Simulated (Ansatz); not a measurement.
Reaction (formal exchange of groups at a P–N bond): `C=NP[SiH3]` + SiH₄ → `[SiH3]P[SiH3]` + `C=N`

Calculated with Ansatz (gas phase, PBE0-D4/def2-TZVP geometries, no zero-point term in ΔE). CCSD(T)/CBS adds triple-zeta CCSD(T) − MP2 to the extrapolated MP2 energy (def2 sets, frozen cores). This one scheme is used for every species. Functionals use def2-TZVPP. One conformer a species, not always the lowest.

`C=NP[SiH3]`:

```xyz
10

C    -0.944   -0.858   -1.459
N    -1.274   -1.019   -0.253
P    -0.166   -0.982    1.058
Si    1.048    0.900    0.720
H     0.064   -0.585   -1.802
H    -1.698   -0.995   -2.236
H    -1.032   -0.382    2.005
H     2.103    0.647   -0.296
H     0.202    2.031    0.252
H     1.697    1.244    2.012
```

SiH₄:

```xyz
5

Si    0.000    0.000    0.000
H    -0.257    1.461   -0.068
H     0.827   -0.301    1.195
H     0.721   -0.433   -1.223
H    -1.292   -0.726    0.096
```

`[SiH3]P[SiH3]`:

```xyz
10

Si    0.710   -1.227    0.898
P     1.172    0.298   -0.691
Si   -0.819    1.342   -0.588
H     1.771   -2.267    0.885
H    -0.614   -1.883    0.727
H     0.733   -0.525    2.208
H     0.801   -0.549   -1.772
H    -0.930    2.273   -1.741
H    -0.845    2.125    0.675
H    -1.979    0.412   -0.602
```

`C=N`:

```xyz
5

C    -0.275    0.052    0.272
N     0.844   -0.374   -0.123
H    -0.996    0.591   -0.352
H    -0.567   -0.120    1.310
H     0.994   -0.149   -1.107
```

```tsv
level	ΔE (kJ/mol)
B2PLYP	-50.4
BLYP	-42.4
r2SCAN	-54.4
HF/CBS(def2)	-49.9
```

Q: What does CCSD(T)/CBS give? (An estimate is asked.)

A: The calculation gave: -59.3 kJ/mol. The listed levels differ from it by 8.9, 16.9, 4.9, 9.4 kJ/mol.

Largest T1 diagnostic among the species: 0.015.

From BLYP to BHLYP (50 % exact exchange), in def2-TZVPP and without D4, ΔE moves by −7.6 kJ/mol. Leaving LDA and LC-ωPBE aside and taking each functional with its dispersion term where it has one, the values, not all of them listed here, spread over 19.4 kJ/mol, from PBE-QIDH to BLYP-D4. LDA lies +6.6 kJ/mol from PBE without D4. In def2-TZVPP, CCSD(T) changes the Hartree–Fock value by −6.9 kJ/mol (the triples alone add +0.6 kJ/mol) and MP2 by −6.5 kJ/mol.
